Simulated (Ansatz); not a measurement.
```yaml
crystal:
  periodic: [false, false, false]
  atoms:
    - {symbol: F, position_ang: [-1.766103, -1.024149, 1.652056]}
    - {symbol: C, position_ang: [-0.803282, -0.580935, 0.849938]}
    - {symbol: C, position_ang: [0.433747, -1.047722, 0.773599]}
    - {symbol: C, position_ang: [1.228278, -0.262941, -0.221773]}
    - {symbol: C, position_ang: [0.171201, 0.616515, -0.917668]}
    - {symbol: C, position_ang: [-1.065970, 0.592320, -0.029145]}
    - {symbol: F, position_ang: [-1.158061, 1.747752, 0.748453]}
    - {symbol: H, position_ang: [0.826376, -1.862645, 1.367592]}
    - {symbol: H, position_ang: [1.999446, 0.332397, 0.278711]}
    - {symbol: H, position_ang: [1.747923, -0.907173, -0.935974]}
    - {symbol: H, position_ang: [0.496738, 1.644289, -1.080602]}
    - {symbol: H, position_ang: [-0.081557, 0.191599, -1.891037]}
    - {symbol: H, position_ang: [-2.008237, 0.525893, -0.579452]}
basis:
  gaussian: {orbitals: cc-pVTZ, final_grid: {core_spheres: 1, valence_spheres: 1, degree: 1}}
hamiltonian: {xc: {name: wB97M-V}}
accuracy: high
output: {forces: true}
```

```sh
$ ansatz run in.yaml --threads 2 --pin off --events-out ev --progress --plain --max-ram 32768MiB --backend cuda --devices 0, --max-vram 18GiB
```

Output, abridged:

```
Functional definition: wB97M-V
5302 factors; integrals over basis functions are off by at most 7.1e-9 eV
501 factors; integrals over basis functions are off by at most 2.2e-9 eV
mean field evaluation 1: about -10711.6534 eV, gradient 4.6e1 eV
mean field evaluation 2: about -10713.4581 eV, gradient 3.7e1 eV
mean field evaluation 4: about -10715.9672 eV, gradient 2.3e0 eV
mean field evaluation 16: about -10763.9248 eV, gradient 5.9e-1 eV
mean field evaluation 32: about -10763.9275 eV, gradient 1.9e-4 eV
mean field -10763.92754533 eV, -395.5670412388 hartree, gradient 7.7e-8 eV, S^2 0.000000; 0 other end points of the search recorded, 0 dependent functions left out
reference -10763.92758185 eV, -395.5670425810 hartree; 27, 27 occupied and 267, 267 virtual orbitals, 5302 factors
Total energy: -10763.92758185 eV, -395.5670425810 hartree
Atom 0 at    -1.766103    -1.024149     1.652056 Å, force    30.512988    27.431105   -28.214882 eV/Å
Atom 1 at    -0.803282    -0.580935     0.849938 Å, force     2.092180   -24.687299    14.947674 eV/Å
Atom 2 at     0.433747    -1.047722     0.773599 Å, force   -22.271959    19.295497    -8.117495 eV/Å
Atom 3 at     1.228278    -0.262941    -0.221773 Å, force    -8.019885    -6.811115     7.043511 eV/Å
Atom 4 at     0.171201     0.616515    -0.917668 Å, force   -22.759345    10.422574    21.005797 eV/Å
Atom 5 at    -1.065970     0.592320    -0.029145 Å, force    17.823106   -22.524379    -4.634684 eV/Å
Atom 6 at    -1.158061     1.747752     0.748453 Å, force     8.953672    -6.734855    -9.664653 eV/Å
Atom 7 at     0.826376    -1.862645     1.367592 Å, force    -1.891019     5.501214    -5.046978 eV/Å
Atom 8 at     1.999446     0.332397     0.278711 Å, force    -7.271867    -4.285010    -1.707636 eV/Å
Atom 9 at     1.747923    -0.907173    -0.935974 Å, force    -0.927796     3.576247     3.514450 eV/Å
Atom 10 at     0.496738     1.644289    -1.080602 Å, force    -3.964548    -4.349485     0.405490 eV/Å
Atom 11 at    -0.081557     0.191599    -1.891037 Å, force     0.509625     2.999201     9.748491 eV/Å
Atom 12 at    -2.008237     0.525893    -0.579452 Å, force     7.214848     0.166306     0.720913 eV/Å
Dipole moment:     0.702336    -0.285675    -0.616712 e Å
```

Problem. Something in this input is off. What?

Solution. The integration grid is far too coarse. The run converged. The result belongs to that input, not to the molecule as meant.
